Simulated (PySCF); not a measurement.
**Spin–spin coupling constants**

Geometry:
```
atom   x (Å)   y (Å)   z (Å)
 Ti1  -0.018  -0.002  -0.012
  C2  -0.006   0.275   2.014
  C3   0.490  -0.856   2.533
  H4  -0.382   1.067   2.675
  H5   0.871  -1.666   1.887
  H6   0.559  -1.069   3.610
  C7   1.897  -0.317  -0.655
  C8   2.538   0.828  -0.387
  H9   2.407  -1.129  -1.187
 H10   2.038   1.651   0.152
 H11   3.580   1.042  -0.665
 C12  -0.793   1.652  -0.926
 C13  -1.997   1.789  -0.355
 H14  -0.424   2.403  -1.635
 H15  -2.383   1.039   0.358
 H16  -2.687   2.626  -0.537
 C17  -1.177  -1.623  -0.442
 C18  -1.034  -1.752  -1.768
 H19  -1.746  -2.362   0.136
 H20  -0.466  -1.011  -2.358
 H21  -1.455  -2.572  -2.368
```

Method: PBE/pcJ-1 (pcSseg-1 on Ti) (without the spin–dipole term)//PBE0-D3(BJ)/def2-SVP, PySCF; isolated molecule, single conformer, non-relativistic. Couplings are averaged over pairs made equivalent by symmetry, fast rotation or ring inversion, so a value needn't be that of the named pair in this geometry, while other rotamers aren't included; one pair stands for each set, and the list holds those of at least 0.8 Hz over up to four bonds, among pairs with at least one H atom (others weren't computed).

Isotopes: $^{13}$C, $^{1}$H.

```csv
pair,bonds,J (Hz)
"C2, H4",1,143.3
"C3, H5",1,?
"C2, H5",2,-0.9
"C3, H4",2,-1.5
"H5, H6",2,?
"H4, H5",3,17.0
```

Q: Estimate the withheld couplings, with signs.

A: 
- $^{1}J$(C3,H5) = 149.1 Hz (mean over equivalent pairs that range from 144.0 to 154.0 Hz in this conformer)
- $^{2}J$(H5,H6) = -2.4 Hz
